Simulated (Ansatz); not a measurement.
Relaxation of CH₃BFNO (8 atoms, charge 0, multiplicity 1), to a largest force component of 0.02 eV/Å in at most 50 steps.

Computed with RKS PBE0/6-31G* in Ansatz.

```xyz
8
Properties=species:S:1:pos:R:3:forces:R:3
C -0.344 0.977 -1.149 -1.07 2.43 -1.27
N -0.613 -0.071 -0.515 -0.41 -1.65 0.85
B 0.326 -0.615 0.497 8.23 -3.02 1.51
O 0.122 -1.851 1.201 -1.50 5.96 -2.81
F 1.597 0.069 0.786 -3.17 -1.02 -0.99
H -1.121 1.384 -1.886 1.08 -0.63 0.77
H 0.535 1.613 -0.998 0.27 -0.24 -0.03
H -0.793 -0.551 0.833 -3.44 -1.82 1.96
```

Q: Where does it end, and by what steps?

A: The forces met the threshold. After 35 steps the energy has fallen by 5.341 eV; H7 moved furthest, 0.96 Å. The start is strongly strained (largest force component 8 eV/Å), so its close contacts needn't be bonds. Parted: B3–H8. Joined: O4–H8.

| step | energy less start (eV) | largest force component (eV/Å) | accepted |
| --- | --- | --- | --- |
| 0 | 0.0000 | 8.231 | yes |
| 2 | -3.0145 | 3.217 | yes |
| 4 | -4.6345 | 1.924 | yes |
| 6 | -5.2281 | 1.230 | yes |
| 8 | -5.2928 | 0.495 | yes |
| 10 | -5.2967 | 0.596 | yes |
| 12 | -5.3061 | 0.105 | yes |
| 14 | -5.3071 | 0.037 | yes |
| 16 | -5.3062 | 0.425 | no |
| 18 | -5.3079 | 0.032 | yes |
| 20 | -5.3052 | 0.602 | no |
| 22 | -5.3141 | 0.057 | yes |
| 24 | -5.3255 | 0.230 | yes |
| 26 | -5.3314 | 0.141 | yes |
| 28 | -5.3387 | 0.046 | yes |
| 30 | -5.3399 | 0.089 | yes |
| 32 | -5.3380 | 0.244 | no |
| 34 | -5.3408 | 0.022 | yes |
| 35 | -5.3408 | 0.010 | yes |

```xyz
8
Properties=species:S:1:pos:R:3
C -0.393 1.138 -1.136
N -0.090 -0.038 -0.807
B 0.564 -0.592 0.339
O -0.115 -1.155 1.372
F 1.892 -0.671 0.365
H -0.893 1.334 -2.092
H -0.188 2.028 -0.521
H -1.069 -1.088 1.248
```

Whether the end is a true minimum wasn't checked by a vibrational analysis.

The run took 2.6 min on 1 thread of Arm Neoverse V1, with other jobs on the host, peak memory 0.17 GiB.
